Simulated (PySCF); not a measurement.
Ga(H)(Br)(OH) (BrGaH2O), SMILES [OH][GaH][Br].

Coordinates come from a TPSSh-D3(BJ)/def2-SVP optimisation. Other conformers were not sampled.

The numbers are results of IEF-PCM-B3LYP/def2-SVP run with PySCF, not measurements.

The values are the electrostatic part of the solvation free energy, E(continuum) − E(gas) at the gas-phase geometry, in a cavity of scaled van der Waals radii (PySCF's table); cavitation and dispersion terms are not included. A continuum can't describe solvent molecules that bind to the metal. In vacuum the orbital gap is 6.55 eV. The dipole moment in vacuum is 2.81 D.

| solvent | ε | ΔG(elec) (kcal/mol) | dipole (D) | gap (eV) |
|---|---|---|---|---|
| water | 78.36 | -6.9 | 3.73 | 7.07 |
| diethylether | 4.24 | ___ | ___ | ___ |
| ethylethanoate | 5.99 | -5.2 | 3.51 | 6.95 |

**Question.** Fill in the missing entries. (An estimate is asked for; the answer gives what the named calculation found.)

**Answer.** 
- diethylether, ΔG(elec) (kcal/mol): -4.6
- diethylether, dipole (D): 3.42
- diethylether, gap (eV): 6.90
